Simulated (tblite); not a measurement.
Isomers of C7H13ClO2. Calculated harmonic vibrations of the isolated species, GFN2-xTB (tblite), most abundant isotopes, no scaling. Against measured fundamentals such values can be off by several per cent, at times by over 20. One conformer each.

Electronic energies: GFN2-xTB at the same geometries; isomer energies are rough at this level and their order can be wrong.

```csv
SMILES,"electronic energy, lowest = 0 (kJ/mol)"
CO[C@@H](CC(C)C)C(=O)Cl,14.2
CO[C@@](C)(C(=O)Cl)C(C)C,8.3
CC[C@@H](C(=O)Cl)[C@H](C)OC,4.8
CO[C@@H](C)C(C)(C)C(=O)Cl,0.0
```

Task: How do GFN2-xTB zero-point energies change the relative energies?

Result: 
```
                     SMILES  ZPE (kJ/mol)  of it from modes above 1550 cm⁻¹  electronic (kJ/mol)  with ZPE, lowest = 0 (kJ/mol)  lowest mode (cm⁻¹)  rings
  CO[C@@H](C)C(C)(C)C(=O)Cl         496.1                             245.3                  0.0                            0.0                  48      0
CC[C@@H](C(=O)Cl)[C@H](C)OC         497.2                             243.9                  4.8                            5.9                  23      0
   CO[C@@](C)(C(=O)Cl)C(C)C         496.7                             245.8                  8.3                            8.9                  52      0
    CO[C@@H](CC(C)C)C(=O)Cl         497.5                             243.8                 14.2                           15.6                  26      0
```

The zero-point energies span 1.4 kJ/mol, from `CO[C@@H](C)C(C)(C)C(=O)Cl` to `CO[C@@H](CC(C)C)C(=O)Cl`. The order is unchanged.

Task: What do entropy and thermal enthalpy add at 298.15 K and 1 bar (rigid rotor, harmonic oscillator, one conformer each)?

Result: 
| SMILES | point group | symmetry number | S (J/(mol K)) | H − H(0) (kJ/mol) | ZPE + H − H(0) − TS (kJ/mol) |
| --- | --- | --- | --- | --- | --- |
| CO[C@@H](C)C(C)(C)C(=O)Cl | C1 | 1 | 466.1 | 35.99 | 393.1 |
| CO[C@@](C)(C(=O)Cl)C(C)C | C1 | 1 | 458.6 | 35.63 | 395.6 |
| CO[C@@H](CC(C)C)C(=O)Cl | C1 | 1 | 477.0 | 35.74 | 391.0 |

Not tabulated: `CC[C@@H](C(=O)Cl)[C@H](C)OC` (lowest mode only 23 cm⁻¹).
